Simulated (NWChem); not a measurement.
# Basis-set convergence for H3NOSi

```xyz
6

Si    -0.0807    -0.6500     0.0000
O     -1.3223     0.4738     0.0000
H     -1.1346     1.4194     0.0000
N      1.3188     0.3646     0.0000
H      1.3623     1.3811     0.0000
H      2.2490    -0.0426     0.0000
```
Charge 0, spin multiplicity 1.

All runs are NWChem calculations. All single points use one geometry, from PBE0/def2-SVP, a minimum by its harmonic frequencies. It is one conformer; others weren't searched.

Quantity: LUMO energy at the level B3LYP.

B3LYP has NWChem's definition, with VWN1-RPA local correlation. The Pople sets run with spherical d functions. The structure started from a generated list of species.

| basis | functions | LUMO energy (eV) |
|---|---|---|
| 3-21G | 37 | -0.38 |
| 6-31G* | 52 | ___ |
| pcseg-1 | 61 | ___ |
| 6-311G** | 80 | ___ |
| def2-SVPD | 91 | -1.00 |
| aug-pcseg-1 | 100 | -1.13 |
| aug-cc-pVDZ | 100 | -1.10 |
| cc-pVTZ | 136 | -0.83 |
| aug-cc-pVTZ | 211 | -1.10 |
| cc-pVQZ | 259 | -0.97 |

### Question
Complete the blanks.

### Answer

- 6-31G*, LUMO energy (eV): -0.59
- pcseg-1, LUMO energy (eV): -0.85
- 6-311G**, LUMO energy (eV): -0.77
